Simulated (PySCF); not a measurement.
## Antimony: a sound run and one with changed settings

Sound run: Sb⁺ [Kr] 4d10 5s2 5p2, Sb²⁺ [Kr] 4d10 5s2 5p1. Calculation: PySCF 2.14, in def2-SVP with the def2 core potential (28 electrons) (4s4p2d, 26 functions); a scalar-relativistic core potential. The sound run starts from symmetry-adapted Hartree-Fock orbitals and uses a fine grid where one is needed.

Changed run: initial guess atom, at most 2 SCF cycles. This setting is unsound on purpose.

```csv
species,method,sound run (hartree),changed run (hartree),converged
Sb⁺,UHF,-238.95749,-238.95513,no
Sb⁺,PBE,-239.87242,-239.87048,no
Sb⁺,B3LYP,-239.95983,-239.95860,no
Sb²⁺,UHF,-238.36966,-238.36614,no
Sb²⁺,PBE,-239.26641,-239.26311,no
Sb²⁺,B3LYP,-239.35270,-239.35073,no
```

The SCF was stopped early; the energies are upper bounds that still move, and correlated levels were skipped or rest on poor orbitals.
